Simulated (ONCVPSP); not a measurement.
**B: one change to an ONCV potential, before and after**

ONCVPSP 4.0.1 input, shortened (lines: element, Z, core and valence counts, functional; n l f; lmax; l rc ep ncon nbas qcut; lloc lpopt rc5 dvloc0; l nproj debl; icmod fcfact rcfact), LDA (Perdew-Zunger), scalar-relativistic:

```
  B 5.00    1    1        3      upf
    1    0    2.00
    2    0    1.00
    1
    0    1.40    0.00    4    7    6.00
    1    1.35    0.23    5    8    4.80
    4    5    0.95    0.00
    0    2    1.20
    1    2    3.90
    3    4.75    1.65
```

In the p channel the program set the typed energies aside and used 0.050, 3.950 Ha.

Change: all radii but the core radius scaled by about 1.08 (s 1.52, p 1.46 bohr); local potential polynomial inside 1.02 bohr (lpopt 5, dvloc0 0 Ha).

Cutoffs: the cutoffs (Ha) at which the residual kinetic energy of the hardest occupied pseudo-wave falls to 1 and 0.1 mHa per electron; they do not see the model core or the augmentation charge, which bear on the density cutoff. Errors are all-electron minus pseudo energies relative to the spin-unpolarised reference configuration.

Problem. What does the change do?

Solution. The potential gets neither clearly harder nor softer (14 Ha and 18 Ha → 13 Ha and 17 Ha); of the 4 tests that both files solve, the error grows in 1 and shrinks in 2 by more than 15 % and 0.3 meV (median size 14.2 → 12.9 meV); neither file shows a bound ghost.

```tsv
quantity	base	changed
cutoff, loose	14 Ha	13 Ha
cutoff, tight	18 Ha	17 Ha
bound ghosts	none	none
GHOST(+) flags under 300 eV	none	none
error for 2s2 2p1, meV [ΔE -33.63 eV]	-20	-13
error for 2s2, meV [ΔE -25.30 eV]	-12	-13
error for 2s2 2p0.5, meV [ΔE -30.69 eV]	-17	-13
error for 2s1 2p1, meV [ΔE -19.35 eV]	-2.7	+7.5
rms error of d²Exc/dni dnj with the model core, mHa	6.85	6.99
```

Base: The cutoffs count occupied waves only; projector 1 of the p channel, the hardest unoccupied one, needs 75 Ha at the loose tolerance. Changed file: The cutoffs count occupied waves only; projector 1 of the p channel, the hardest unoccupied one, needs 65 Ha at the loose tolerance.
